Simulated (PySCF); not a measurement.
# Gas-phase XPS of [(Cl)3Si]2NH, computed

[(Cl)3Si]2NH.
Structure used (PBE0-D3(BJ)/def2-SVP), in Å, numbered top down from 1:
```
atom  x, y, z in Å
Si1   -1.3138   -0.6244   -0.5617
Cl2   -2.5664    0.2230   -1.9370
Cl3   -2.4423   -1.3105    0.9962
Cl4   -0.3207   -2.2037   -1.3830
N5    -0.1894    0.5798   -0.0778
Si6    1.3930    0.4515    0.5774
Cl7    2.8313    0.3117   -0.8634
Cl8    1.5199   -1.1926    1.7751
Cl9    1.7381    2.1515    1.6554
H10   -0.5252    1.5368   -0.1768
```

Method used: delta-SCF UKS SCAN, pcX-2 on the ionised atom, pcseg-1 elsewhere, spin-free X2C in PySCF. Binding energies are ΔSCF values: E(core-ionised, relaxed orbitals) − E(ground state) at a fixed geometry, referred to the vacuum level.

Problem. List the computed XPS lines with their assignment.

Solution. 
| atom(s) | bonded to | level | binding energy (eV) | 2p1/2 (eV) | count |
| --- | --- | --- | --- | --- | --- |
| Si1/Si6 | 3 Cl and N | Si 2p3/2 | 109.96 | 110.58 | 2 |
| Cl2 (×6) | Si | Cl 2p3/2 | 206.83 | 208.49 | 6 |
| N5 | H and 2 Si | N 1s | 405.76 | – | 1 |
| Si1/Si6 | 3 Cl and N | Si 1s | 1850.20 | – | 2 |
| Cl2 (×6) | Si | Cl 1s | 2829.42 | – | 6 |

Problem. Which photon energy gives electrons from Cl 2p3/2 of Cl2 (×6) a kinetic energy of 200 eV, and what is their de Broglie wavelength?

Solution. hν = 206.83 + 200 = 406.83 eV, recoil neglected; λ = 12.264 Å/√(E/eV) = 0.87 Å.

One atom of each set of topologically equivalent atoms was ionised and stands for the set; in this conformer not all members are related by symmetry, and their own values weren't computed. The 2p values add to the ΔSCF energy of one spin-free hole a correction within the shell (spin–orbit coupling, ligand field). 2p1/2 minus 2p3/2 (ligand field included): Si 0.63 eV, Cl 1.65 eV. Isolated species at its PBE0-D3(BJ)/def2-SVP geometry, gas phase.
